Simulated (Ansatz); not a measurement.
C4H4N (SMILES [c-]1ccc[nH]1), charge -1, singlet, at a GFN2-xTB geometry (a gas-phase anion, which may not be bound at this level), with bond 1-2 at 1.8 times its length; CASSCF(2,2)/6-31G (Ansatz, a program for electronic structure).

Input for Ansatz:
Ansatz 0.2 input:
```yaml
crystal:
  periodic: [false, false, false]
  atoms:
    - {symbol: H, position_ang: [-0.00269788, 0.00507493, 2.93560209]}
    - {symbol: N, position_ang: [-0.00126690, 0.06226066, 1.11454632]}
    - {symbol: C, position_ang: [-0.00536836, 1.24878006, 0.38025704]}
    - {symbol: C, position_ang: [0.00402321, -1.07819475, 0.34249460]}
    - {symbol: C, position_ang: [-0.00216324, 0.74976132, -0.93377641]}
    - {symbol: C, position_ang: [0.00353821, -0.66177312, -0.96168226]}
    - {symbol: H, position_ang: [0.00762357, -2.07251365, 0.77880786]}
    - {symbol: H, position_ang: [-0.00381748, 1.36563644, -1.83533637]}
    - {symbol: H, position_ang: [0.00694517, -1.31087927, -1.83529748]}
basis:
  gaussian:
    orbitals: 6-31G
hamiltonian:
  xc: hf
total_charge: -1
magnetization: {spin_polarized: false}
correlation: {active_space: {window: {electrons: 2, orbitals: 2}}}
```

Task: What does Ansatz print? Leave out banner, timings and long lists.

Result: 
```
Functional definition: HF
768 factors; integrals over basis functions are off by at most 2.4e-4 eV
mean field evaluation 1: about -5653.9676 eV, gradient 2.7e1 eV
mean field evaluation 2: about -5653.9810 eV, gradient 2.7e1 eV
mean field evaluation 4: about -5656.6020 eV, gradient 5.1e0 eV
mean field evaluation 8: about -5656.7195 eV, gradient 2.3e-1 eV
mean field evaluation 16: about -5649.8037 eV, gradient 5.1e-2 eV
mean field evaluation 32: about -5649.7994 eV, gradient 2.0e-6 eV
mean field -5656.72043982 eV, -207.8806419006 hartree, gradient 2.5e-6 eV, S^2 0.000000; 4 other end points of the search recorded, 0 dependent functions left out
reference -5656.72043982 eV, -207.8806419006 hartree; 18, 18 occupied and 35, 35 virtual orbitals, 768 factors
state -5658.35017170 eV, -207.9405334424 hartree
Total energy: -5658.35017170 eV, -207.9405334424 hartree
```
